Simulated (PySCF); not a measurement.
# Spin states and ions at one geometry of Ta(O2)2

PySCF 2.14.0, UKS TPSS, Ta def2-SVP with ECP60, O def2-SVP; non-relativistic Hamiltonian with scalar-relativistic core potentials where named; density fitting; no spin-orbit coupling; singlets restricted, open shells unrestricted. The geometry is relaxed for charge 0, doublet, vacuum:

```xyz
5

Ta    0.0000    0.0000    0.0000
O     0.3960    0.6278    1.8067
O    -0.3960   -0.6278    1.8067
O     0.3960   -0.6278   -1.8067
O    -0.3960    0.6278   -1.8067
```

Energies count from the relaxed state; an electron taken off or put on is at rest in vacuum. Charges and spins are Mulliken's.

Order these states by energy, lowest first.
A. charge +1, singlet, vacuum
B. charge +1, triplet, vacuum
C. charge 0, quartet, vacuum
D. charge 0, doublet, vacuum
E. charge -1, triplet, vacuum
F. charge -1, singlet, vacuum

F (-1.71 eV), E (-1.54 eV), D (0.00 eV), C (1.87 eV), A (8.61 eV), B (10.06 eV).

How do charge and spin on the first atom follow?


```
                     state  spin squared  charge on Ta1 (e)  spin on Ta1 (e)  dipole about the centre of mass (D)
 charge 0, doublet, vacuum          0.81               0.95             1.28                                 0.00
 charge 0, quartet, vacuum          3.75               0.78             1.97                                 0.00
charge +1, singlet, vacuum          0.00               1.55             0.00                                 0.00
charge +1, triplet, vacuum          2.01               1.33             0.94                                 0.00
charge -1, singlet, vacuum          0.00               0.24             0.00                                 0.00
charge -1, triplet, vacuum          2.02               0.40             2.06                                 0.00
```

With an electron taken off (singlet, the lower of the two states computed) the charges change, summed by element, by Ta +0.60 e, O +0.40 e. The vertical ionisation energy is 8.61 eV, against −ε(HOMO) = 5.72 eV over both spins of the relaxed state. The level lies 2.9 eV too high, as is usual for semilocal functionals and global hybrids, which keep a self-interaction error.

With an electron put on (singlet, the lower of the two states computed) the charges change, summed by element, by Ta -0.72 e, O -0.28 e. The vertical electron affinity is 1.71 eV, against −ε(LUMO) = 4.76 eV over both spins of the relaxed state. The basis has no diffuse functions, which an added electron needs. The added electron's level lies above zero.

Open shells may have lower solutions than those found.

No frequency check is given that shows the relaxed geometry to be a minimum.
